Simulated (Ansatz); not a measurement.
`C1=N[SiH2]C1` → `N=C1C[SiH2]1`  (isomerisation)

Isolated molecules relaxed with PBE0-D4/def2-TZVP in Ansatz; ΔE leaves out vibrations. CCSD(T)/CBS adds triple-zeta CCSD(T) − MP2 to the extrapolated MP2 energy (def2 sets, frozen cores). Functionals use def2-TZVPP. B3LYP here is the variant with VWN-RPA as its local correlation; programs differ in this. Each species was taken in one conformer, which may not be the lowest.

`C1=N[SiH2]C1`:

```xyz
9

C    -0.925    0.403   -0.623
N     0.001    0.250   -1.498
Si    1.085   -0.318   -0.201
C    -0.489    0.028    0.782
H    -1.927    0.770   -0.882
H     2.269    0.545    0.051
H     1.531   -1.730   -0.329
H    -0.501    0.860    1.489
H    -1.042   -0.809    1.212
```

`N=C1C[SiH2]1`:

Cartesian coordinates in Å:
```
N -1.375 1.394 0.499
C -0.502 0.517 0.279
C 0.141 -0.205 -0.881
Si 0.766 -0.694 0.827
H -1.781 1.728 -0.382
H 0.775 0.398 -1.531
H -0.498 -0.890 -1.436
H 0.364 -2.007 1.379
H 2.110 -0.240 1.246
```

CCSD(T)/CBS gives +140.3 kJ/mol.

**Question.** Another level gave +135.5 kJ/mol. Which?
A. CCSD(T)/def2-TZVPP
B. revPBE/def2-TZVPP
C. B2PLYP/def2-TZVPP
D. B3LYP-D4/def2-TZVPP

**Answer.** C. B2PLYP 135.5, revPBE 115.2, CCSD(T)/def2-TZVPP 139.6, B3LYP-D4 128.0 kJ/mol.

**Question.** What do rigid-rotor, harmonic-oscillator terms from PBE0-D4/def2-TZVP frequencies (298.15 K, 1 bar) make of the CCSD(T)/CBS value? (Estimate.)

**Answer.** The calculation gave: ΔZPE = -4.6 kJ/mol, ΔH = +137.3 kJ/mol, ΔS = 12 J/(mol·K), ΔG = +133.7 kJ/mol.

Largest T1 diagnostic among the species: 0.014.

From BLYP to BHLYP (50 % exact exchange), in def2-TZVPP and without D4, ΔE moves by +27.6 kJ/mol. At CCSD(T), def2-SVP lies −9.9 kJ/mol from the extrapolated value and def2-TZVPP −0.7 kJ/mol.
